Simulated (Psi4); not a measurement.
# Nuclear repulsion and electron count by hand

System: HCl3Si, singlet, geometry from GFN2-xTB. Level: SVWN/STO-3G run with Psi4. Sums are taken with unrounded values, so a last digit can differ.

Coordinates (Å):

```
atom         x         y         z
----  --------  --------  --------
Si1    0.02863  -0.01628   0.49107
Cl2   -1.24158  -1.43679  -0.14882
Cl3   -0.64010   1.79232  -0.07685
Cl4    1.85145  -0.33834  -0.29276
H5     0.11303  -0.06425   1.93844
```

### Question
Work out the nuclear repulsion energy and the numbers of alpha and beta electrons.

### Answer
In atomic units each pair adds Z_i Z_j / r_ij, with r in bohr (1 bohr = 0.529177 Å).
| pair | r (Å) | r (bohr) | Z_i Z_j | term (Eh) |
|---|---|---|---|---|
| Si1-Cl2 | 2.0102 | 3.7987 | 238 | 62.6536 |
| Si1-Cl3 | 2.0102 | 3.7987 | 238 | 62.6536 |
| Si1-Cl4 | 2.0102 | 3.7987 | 238 | 62.6536 |
| Si1-H5 | 1.4506 | 2.7413 | 14 | 5.1071 |
| Cl2-Cl3 | 3.2854 | 6.2086 | 289 | 46.5484 |
| Cl2-Cl4 | 3.2854 | 6.2086 | 289 | 46.5484 |
| Cl2-H5 | 2.8417 | 5.3701 | 17 | 3.1657 |
| Cl3-Cl4 | 3.2854 | 6.2086 | 289 | 46.5484 |
| Cl3-H5 | 2.8417 | 5.3701 | 17 | 3.1657 |
| Cl4-H5 | 2.8417 | 5.3701 | 17 | 3.1657 |
The sum is 342.2102 Eh; Psi4 gives 342.2102 Eh. The atomic numbers add up to 66, so at charge +0 there are 66 electrons; multiplicity 1 means 0 unpaired, so 33 alpha and 33 beta.
